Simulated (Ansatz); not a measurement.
Reaction (formal exchange of groups at a Ge–C bond): `O=[CH][GeH2][SiH3]` + SiH₄ → `[SiH3][GeH2][SiH3]` + `C=O`

Isolated molecules relaxed with PBE0-D4/def2-TZVP in Ansatz; ΔE leaves out vibrations. CCSD(T)/CBS is the MP2 limit (def2-TZVPP, def2-QZVPP) plus CCSD(T) − MP2 in def2-TZVPP, frozen cores. This one scheme is used for every species. DFT in def2-TZVPP. For Ge outer-core shells are correlated without core-valence functions, which leaves a few kJ/mol of doubt a bond. Scalar relativity is left out up to krypton. Each species was taken in one conformer, which may not be the lowest.

```tsv
level	ΔE (kJ/mol)
PBE	-40.2
PBE0	-45.8
HF/def2-QZVPP	-39.9
MP2/CBS(def2)	-44.8
```

Q: What does CCSD(T)/CBS give? (An estimate is asked.)

A: Computed: -44.6 kJ/mol. The listed levels differ from it by 4.4, -1.2, 4.7, -0.2 kJ/mol.

Largest T1 diagnostic among the species: 0.015.

From PBE to PBE0 (25 % exact exchange), in def2-TZVPP and without D4, ΔE moves by −5.5 kJ/mol.
